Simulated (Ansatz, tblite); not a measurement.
Removing and adding an electron: the cluster As₆. The state is a singlet with charge 0. Geometry: PBE-D4/def2-SVP. Ansatz, gas phase; energy differences of separate SCF runs; the oxidised species was run as a doublet alone; the reduced species was run as a doublet alone.

Cartesian coordinates in Å:
```
As 1.0805 1.0851 -1.1666
As 1.1054 0.8556 1.3232
As -1.3842 0.3201 1.2991
As 1.5484 -1.1373 -0.1204
As -1.4090 0.5494 -1.1907
As -0.9411 -1.6729 -0.1446
```

The xTB rows come from tblite. HOMO above LUMO, or a gap near zero within one spin, warns that the state may not be the lowest or that an electron is smeared out. The structure comes from a short search, and lower isomers may exist.

Problem. Estimate orbital energies and vertical ionisation energies and electron affinities at: GFN1-xTB; GFN2-xTB; PBE-D4/def2-TZVP; PBE-D4/def2-TZVPD; r2SCAN-D4/def2-TZVP; r2SCAN-D4/def2-TZVPD; PBE0-D4/def2-TZVP; PBE0-D4/def2-TZVPD.

Solution. 
| level | −HOMO (eV) | vertical IE (eV) | −LUMO (eV) | vertical EA (eV) | HOMO–LUMO gap (eV) | IE − EA (eV) | remarks |
| --- | --- | --- | --- | --- | --- | --- | --- |
| GFN1-xTB | 8.99 | 12.60 | 6.93 | 3.37 | 2.05 | 9.23 | – |
| GFN2-xTB | 8.56 | 11.11 | 6.23 | 3.78 | 2.33 | 7.33 | – |
| PBE-D4/def2-TZVP | 5.59 | 7.92 | 3.59 | – | 2.00 | – | gap within one spin near zero (+1 doublet) |
| PBE-D4/def2-TZVPD | 5.62 | – | 3.64 | 1.55 | 1.97 | – | HOMO above zero (-1 doublet) |
| r2SCAN-D4/def2-TZVP | 5.86 | 8.11 | 3.61 | – | 2.25 | – | – |
| r2SCAN-D4/def2-TZVPD | 5.87 | – | 3.63 | 1.62 | 2.24 | – | HOMO above zero (-1 doublet) |
| PBE0-D4/def2-TZVP | 6.48 | 8.12 | 2.94 | – | 3.54 | – | – |
| PBE0-D4/def2-TZVPD | 6.49 | – | 2.98 | 1.55 | 3.51 | – | – |

   A HOMO above zero means that the electron is unbound at that level or that self-interaction error raises the level; the energy of removing that electron tells which. Raw xTB energy differences between charge states are shifted by several eV; the methods need an empirical correction for them.
